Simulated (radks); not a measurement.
Results of a calculation; reference values are marked as such.
The mean radii <r> (bohr) of the occupied orbitals of an atom or ion are listed with their occupations. Code: a radial shooting solver on a logarithmic mesh with Libxc functionals. Model: Dirac Kohn-Sham, LDA (Slater exchange, Perdew-Wang correlation), spin-unpolarised, spherical densities, point nucleus.

| orbital | occ. | <r> |
|---|---|---|
| 1s1/2 | 2 | 0.03188 |
| 2s1/2 | 2 | 0.1381 |
| 2p1/2 | 2 | 0.1172 |
| 2p3/2 | 4 | 0.1222 |
| 3s1/2 | 2 | 0.3797 |
| 3p1/2 | 2 | 0.3716 |
| 3p3/2 | 4 | 0.3824 |
| 3d3/2 | 4 | 0.3557 |
| 3d5/2 | 6 | 0.3592 |
| 4s1/2 | 1 | 0.9401 |
| 4p1/2 | 2 | 1.011 |
| 4p3/2 | 4 | 1.043 |
| 4d3/2 | 4 | 1.417 |
| 4d5/2 | 6 | 1.438 |
| 5d3/2 | 0.4 | 10.34 |
| 5d5/2 | 0.6 | 10.38 |

Name the element and its charge. Open shells, if any, are shared by 2j + 1.

Answer. Z = 46, palladium, charge 0: Pd in [Ar] 3d10 4s1 4p6 4d10 5d1. The 1s radius gives Z: for a bare nucleus <r> = (2 gamma + 1)/(2Z) with gamma = sqrt(1 - (Z/c)^2), 0.03135 bohr for Z = 46, and screening makes it slightly larger (0.03188 here). The occupations add up to 46, and the charge is Z minus that.
